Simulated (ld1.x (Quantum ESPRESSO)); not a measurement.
Before and after: TM potential for H (Z = 1)

```json
{"Element": "hydrogen (H)", "Generator": "ld1.x (Quantum ESPRESSO) 7.5", "Type": "norm-conserving Troullier–Martins (Kleinman–Bylander form)", "Functional": "PBE", "Relativity": "scalar-relativistic", "Frozen core": "none", "Valence charge": "1", "Reference configuration": "1s1", "Partial waves": "1s (bound): rc 0.95 bohr", "Local potential": "the s channel", "Core correction": "none"}
```

All-electron outer shells of the reference configuration (PBE, scalar-relativistic, ld1.x):

```
shell  level (eV)  outermost node (bohr)  outermost maximum (bohr)
   1s       -6.49                      –                      1.03
```

Change: wave 1s (bound): rc 0.95 bohr becomes 1s (bound): rc 1.04 bohr.

Cutoffs: the cutoffs (Ry, on a coarse ladder) from which the occupation-weighted sum of valence levels, in a spherical-Bessel basis at the reference potential, stays within 10 and 1 mRy of its value at 400 Ry; they do not see the model core or the augmentation charge, which bear on the density cutoff. Errors are all-electron minus pseudo energies relative to the spin-unpolarised reference configuration.

Q: How do hardness, ghosts and transferability respond?

A: The potential gets softer (30 Ry and 50 Ry → 25 Ry and 45 Ry); neither file shows a bound ghost. A larger radius leaves more room for a smooth pseudo-wave, so fewer plane waves are needed.

| quantity | base | changed |
| --- | --- | --- |
| cutoff, loose | 30 Ry | 25 Ry |
| cutoff, tight | 50 Ry | 45 Ry |
| bound ghosts | none | none |
| error for 1s0.5, meV [ΔE 4.76 eV] | +0.4 | +0.6 |
